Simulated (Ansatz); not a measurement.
Frontier orbitals of C2HClF2Zr (`C#[C][Zr]([F])([F])[Cl]`).

The species carries charge 0 and has multiplicity 1. Correlated methods include outer-core shells of Zr, which these sets cover unevenly. Zr takes the def2 core potential. The structure was optimised at the PBE0-D4/def2-TZVP level. Basis def2-TZVPP, Ansatz 0.2.0.

```
functional  HOMO (eV)  LUMO (eV)
      BLYP      -7.34      -3.09
```

Problem. Give HOMO and LUMO (eV) with LDA (SPW92), PBE, revPBE, r2SCAN, B97M-V, PBE0, B3LYP, r2SCANh, r2SCAN0, HSE06 (plane-wave form), BHLYP, CAM-B3LYP, LC-ωPBE, ωB97X-V, ωB97M-V, HF. (An estimate is asked.)

Solution. Ansatz gave: 
```csv
functional,HOMO,LUMO
LDA (SPW92),-7.75,-3.50
PBE,-7.52,-3.22
revPBE,-7.44,-3.12
r2SCAN,-7.79,-3.09
B97M-V,-7.74,-3.03
PBE0,-8.74,-2.46
B3LYP,-8.48,-2.66
r2SCANh,-8.24,-2.81
r2SCAN0,-8.92,-2.37
HSE06 (plane-wave form),-8.34,-2.83
BHLYP,-9.78,-1.53
CAM-B3LYP,-10.07,-1.39
LC-ωPBE,-11.49,-0.23
ωB97X-V,-11.07,-0.31
ωB97M-V,-10.95,-0.39
HF,-11.38,1.10
```

B3LYP here is the variant with VWN-RPA as its local correlation; programs differ in this. LC-ωPBE has ω = 0.4 bohr⁻¹.
